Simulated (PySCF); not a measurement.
borohydride (BH4), SMILES [BH4-], charge -1.

Geometry: ωB97X-D3(BJ)/def2-TZVPD.

Calculation: B3LYP/def2-TZVPD (PySCF).

Gas-phase values at a fixed geometry.

Problem. Estimate the frontier levels, gap, dipole moment and polarisability. (Estimate from the structure and the level; the computed values follow.)

Solution. 
```
Quantity                                                          Result
------------------------------------------------  ----------------------
highest occupied level                                          -1.76 eV
lowest empty level                                               3.96 eV
orbital gap                                                      5.71 eV
dipole moment about the centre of nuclear charge                  0.00 D
mean static polarisability                          39.0 bohr³ (5.79 Å³)
polarisability, principal values                  39.0, 39.0, 39.0 bohr³
```
